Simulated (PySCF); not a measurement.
Question: What does the GFN2-xTB structure of `F[CH+]c1ccccc1` look like in three dimensions? (Charge +1.)

Answer: 
```xyz
14
C7H6F angstrom
F      2.769   -1.505   -0.078
C      2.217   -0.368   -0.321
C      0.873   -0.150   -0.125
C      0.321    1.140   -0.415
C     -1.018    1.364   -0.224
C     -1.840    0.336    0.254
C     -1.323   -0.932    0.544
C      0.011   -1.186    0.363
H      2.910    0.387   -0.689
H      0.969    1.921   -0.783
H     -1.445    2.332   -0.440
H     -2.895    0.525    0.400
H     -1.980   -1.706    0.912
H      0.432   -2.158    0.581
```

Orientation and origin are arbitrary. Atoms count from 1 in this order. The 6-membered ring C3–C4–C5–C6–C7–C8 has internal angles of 119.2° to 121.3° (sum 720°, against 720° for a flat polygon); it is planar, 0.00 Å rms from its mean plane, widest ring torsion 0°. C5 (aromatic CH carbon) is planar (angles 120.4°, 120.1° and 119.6°, sum 360.0°, 0.00 Å off the plane of its three neighbours). Of the pairs four or more bonds apart, F1···H14 is among the closest relative to their van der Waals radii: 2.51 Å, 94 % of the sum of Bondi's values. C2 (carbon bonded to C, F and H) is planar (angles 124.1°, 122.2° and 113.7°, sum 360.0°, 0.00 Å off the plane of its three neighbours).

Bonds between heavy atoms (Å): F1–C2 1.288, C2–C3 1.376, C3–C4 1.432, C4–C5 1.370, C5–C6 1.401, C6–C7 1.400, C7–C8 1.371, C3–C8 1.434.

Computed geometry: GFN2-xTB, gas phase.

Point group: Cs (every atom within 0.08 Å of its image). GFN2-xTB frequencies: not computed here. Torsions: F1–C2–C3–C4 180°.

One conformer stands for the species.
